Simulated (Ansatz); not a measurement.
Consider the ligand exchange at the Si–S bond: `N[SiH2]S[SiH](N)F` + `N=CF` → `N[SiH](F)/N=C/F` + `N[SiH2]S`.

Gas-phase electronic energies from Ansatz, PBE0-D4/def2-TZVP geometries. CBS: MP2 limit from def2 TZ/QZ plus the TZ coupled-cluster correction, frozen cores. This one scheme is used for every species. DFT in def2-TZVPP. B3LYP here is the variant with VWN-RPA as its local correlation; programs differ in this. One conformer a species, not always the lowest.

```json
{"level": "B2PLYP", "ΔE (kJ/mol)": "2.6"}
{"level": "PBE", "ΔE (kJ/mol)": "12.6"}
{"level": "B3LYP", "ΔE (kJ/mol)": "-2.6"}
{"level": "CCSD(T)/def2-TZVPP", "ΔE (kJ/mol)": "11.1"}
```

Question: What does CCSD(T)/CBS give? (An estimate is asked.)

Answer: The calculation gave: +11.7 kJ/mol. The listed levels differ from it by -9.1, 0.9, -14.3, -0.6 kJ/mol.

Largest T1 diagnostic among the species: 0.013.

In def2-TZVPP, CCSD(T) changes the Hartree–Fock value by +22.0 kJ/mol (the triples alone add +4.1 kJ/mol) and MP2 by +23.5 kJ/mol. The D4 term adds +13.0 kJ/mol with B3LYP and +7.3 kJ/mol with PBE0; it sums over pairs of atoms, weighted by their polarisabilities, and B3LYP, whose exchange is more repulsive, gets the larger term.

CCSD(T)/CBS has its own doubt, a few kJ/mol and more with outer-core shells, so smaller differences from it don't rank the levels.
